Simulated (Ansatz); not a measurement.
CH$_{6}$GaN, SMILES `N[CH2][GaH2]`. Charge 0, multiplicity 1.

```xyz
9

N     0.365    0.625    1.245
C     0.294   -0.484    0.303
Ga   -0.379    0.074   -1.471
H    -0.511    1.126    1.298
H     0.586    0.307    2.181
H     1.300   -0.889    0.144
H    -0.315   -1.343    0.637
H    -1.163    1.433   -1.607
H    -0.177   -0.848   -2.729
```

**Question.** List the harmonic frequencies (cm⁻¹, unscaled) at PBE0-D4/def2-TZVP in Ansatz. (Best estimate.)

**Answer.** The calculation gave: 123, 204, 231, 439, 505, 580, 719, 752, 835, 1087, 1106, 1229, 1316, 1473, 1663, 1947, 1956, 2937, 3051, 3520, 3605.

**Question.** Is this a minimum?

**Answer.** Yes, all 21 modes are real.

**Question.** Give the ideal-gas thermochemistry at 298.15 K and 1 bar (rigid rotor, harmonic oscillator; point group C1, symmetry number 1).

**Answer.** Zero-point energy 175.1 kJ/mol; H(298) − E = 192.3 kJ/mol; entropy 309.9 J/(mol·K), of which translation 166.5, rotation 101.9, vibration 41.5; G(298) − E = 99.9 kJ/mol.

**Question.** And at 400, 500, 600, 800 and 1000 K?

**Answer.** 
```tsv
T (K)	H − E (kJ/mol)	S (J/mol/K)	G − E (kJ/mol)
400	201.9	337.2	67.0
500	212.7	361.4	32.0
600	224.8	383.4	-5.2
800	252.0	422.4	-85.9
1000	282.3	456.1	-173.9
```

**Question.** Rotational constants (cm⁻¹)?

**Answer.** 0.9442, 0.1222, 0.1113.
